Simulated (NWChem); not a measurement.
Molecule: SnBrCl, singlet; SMILES [Br][Sn][Cl]

Program: NWChem. Low-valent species are run as closed-shell singlets; no triplet was tried in these runs. This build's default masses of Se (78.918 u) and Br (79.917 u) are each other's, which moves their modes by up to 0.6 %. def2 effective core potentials on Sn; no spin-orbit coupling. Each level has its own optimisation; frequencies are unscaled.

| level | r Cl–Sn (Å) | r Br–Sn (Å) | highest harmonic frequency (cm⁻¹) | lowest (cm⁻¹) | zero-point energy (kcal/mol) |
|---|---|---|---|---|---|
| Hartree-Fock/STO-3G (all-electron, non-relativistic) | 2.333 | 2.442 | 413 | 148 | 1.2 |
| PBE/def2-SVP (core potentials) | 2.413 | 2.562 | 343 | 91 | 1.0 |
| PBE0/def2-SVP (core potentials) | ___ | ___ | ___ | ___ | 1.0 |

Q: Complete the blanks.

A: 
- PBE0/def2-SVP (core potentials), r Cl–Sn (Å): 2.388
- PBE0/def2-SVP (core potentials), r Br–Sn (Å): 2.538
- PBE0/def2-SVP (core potentials), highest harmonic frequency (cm⁻¹): 360
- PBE0/def2-SVP (core potentials), lowest (cm⁻¹): 98
